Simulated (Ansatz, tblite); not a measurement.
Forces on TaO₄H₃ at its PBE-D4/def2-SVP geometry. Charge 0, multiplicity 1.

In the def2 sets Ta takes a core potential; there is no spin–orbit coupling. The xTB rows come from tblite. The structure holds one bond between oxygen atoms, so isomers without such links may lie far lower. The restricted singlet is unstable towards broken spin symmetry in Hartree–Fock (as tested in another run); at PBE-D4/def2-TZVP this wasn't settled. No other spin state of charge 0 was run. Another isomer (singlet) lies 0.10 eV lower at PBE0-D4/def2-TZVP; other spin states weren't run for this one.

GFN1-xTB (tblite), largest force 3.83 eV/Å:

```xyz
8
positions Å, forces eV/Å
Ta   -0.298    0.002    0.117    0.086   -0.571   -1.548
O     0.449    1.756    0.072   -0.344   -0.985   -0.385
O    -0.684   -1.375   -1.176   -0.370    3.806    0.077
O     0.954   -1.063    1.086   -0.579    0.325   -0.832
O    -1.005    0.023   -1.674    1.154   -2.719    2.444
H     1.498   -1.856    0.940   -0.357    0.501    0.200
H     0.794    2.404   -0.565   -0.245   -0.335    0.494
H    -1.708    0.109    1.198    0.654   -0.023   -0.451
```

GFN2-xTB (tblite), largest force 3.05 eV/Å:

```
Ta -0.349 -0.291 -0.593
O -0.025 -0.392 -0.484
O -0.409 3.006 -0.303
O -0.086 -0.070 -0.565
O 0.863 -2.405 1.646
H -0.318 0.458 0.225
H -0.229 -0.273 0.481
H 0.552 -0.032 -0.410
```

PBE-D4/def2-TZVP (Ansatz), largest force 0.38 eV/Å:

```
Ta 0.081 -0.144 -0.340
O 0.082 0.126 0.004
O -0.018 0.078 0.070
O 0.119 -0.056 0.069
O -0.001 -0.004 0.103
H -0.158 0.156 -0.009
H -0.104 -0.164 0.099
H -0.002 0.008 0.005
```
